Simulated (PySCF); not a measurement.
Screening by computed properties: pick the candidate that meets the target.

Species are written as SMILES; each is one conformer at its optimised geometry, gas phase, non-relativistic unless stated. Electronic properties by PySCF.

The conformers computed, where there is a choice (atom-mapped SMILES and torsion angles):
- `[CH2:1]=[CH:2][P@:3](=[O:4])([CH2:5][CH3:6])[C:7](=[CH2:8])[CH3:9]`: C1–C2–P3–O4 0°, C2–P3–C5–C6 -177°, C2–P3–C7–C8 58°
- `[CH2:1]=[CH:2][SiH2:3][S:4][C:5]([CH3:6])([CH3:7])[CH:8]=[O:9]`: C1–C2–Si3–S4 -127°, C2–Si3–S4–C5 85°, Si3–S4–C5–C6 72°, S4–C5–C8–O9 100°
- `[CH3:1][c:2]1[n:3][n:4][c:5]([C:6]([F:7])([F:8])[F:9])[n:10]1[CH3:11]`: N4–C5–C6–F7 1°
- `[CH3:1]/[C:2]([SiH3:3])=[P:4]\[C:5]([CH3:6])([CH3:7])[CH3:8]`: C2–P4–C5–C6 -68°
- `[CH3:1][C@H:2]1[CH2:3][P@:4](=[O:5])([CH:6]2[CH2:7][CH2:8]2)[CH2:9]1`: C3–P4–C6–C7 105°

Question: Wanted: dipole moment between 3.7 D and 5 D (PBE0/pcSseg-1) and HOMO–LUMO gap above 6.5 eV (PBE0/pcSseg-1), at GFN2-xTB geometries. Which candidate meets both?
A. `C/C([SiH3])=P\C(C)(C)C`
B. `C=C[P@](=O)(CC)C(=C)C`
C. `C[C@H]1C[P@](=O)(C2CC2)C1`
D. `Cc1nnc(C(F)(F)F)n1C`
E. `C=C[SiH2]SC(C)(C)C=O`

Answer: C. Computed values:
| species | dipole moment | HOMO–LUMO gap |
| --- | --- | --- |
| C=C[SiH2]SC(C)(C)C=O | 0.96 D | 6.13 eV |
| C/C([SiH3])=P\C(C)(C)C | 1.87 D | 5.36 eV |
| C=C[P@](=O)(CC)C(=C)C | 3.36 D | 6.78 eV |
| C[C@H]1C[P@](=O)(C2CC2)C1 | 3.98 D | 8.39 eV |
| Cc1nnc(C(F)(F)F)n1C | 6.16 D | 7.05 eV |
